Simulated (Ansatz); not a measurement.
Z-matrix (Å, degrees):
```
Al
Cl 1 2.100
Cl 1 2.100 2 118.4
S 1 2.468 2 98.6 3 104.7
Cl 1 2.105 2 116.8 3 -147.9
H 4 1.346 1 95.8 2 166.5
H 4 1.346 1 95.8 2 72.9
```

The species carries charge 0 and has multiplicity 1.

**Question.** List the ωB97M-V/def2-TZVPP orbital energies in eV (Ansatz 0.2.0). (Estimate.)

**Answer.** The calculation gave: Occupied: -2771.52, -2771.51, -2771.51, -2429.33, -1533.72, -261.93, -261.92, -261.92, -223.31, -199.37, -199.36, -199.36, -199.30, -199.29, -199.29, -199.29, -199.28, -199.28, -166.41, -166.34, -166.24, -118.16, -77.76, -77.69, -77.69, -25.92, -25.36, -25.07, -25.06, -16.78, -15.59, -14.60, -13.11, -12.94, -12.85, -11.71, -11.67, -11.44, -11.39, -11.31, -10.98. Lowest empty: 0.95, 1.10, 2.08, 2.47, 3.22, 3.35, 4.83, 4.99.
